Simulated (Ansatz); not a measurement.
Question: Name a neutral molecule of B, F, O, Si and H with size of the dipole moment (B3LYP/def2-TZVPP) between 1.50 and 1.80 D and HOMO energy (PBE/def2-TZVPP) between -6.65 and -6.35 eV (Ansatz, PBE0-D4/def2-TZVP geometry).

Answer: `OB[SiH2][SiH2]F` (1.55 D, -6.48 eV); `OB[SiH](O)F` (1.78 D, -6.55 eV). Other molecules can fit too; these were computed, each in one conformer that needn't be the lowest.

B3LYP here is the variant with VWN-RPA as its local correlation; programs differ in this.
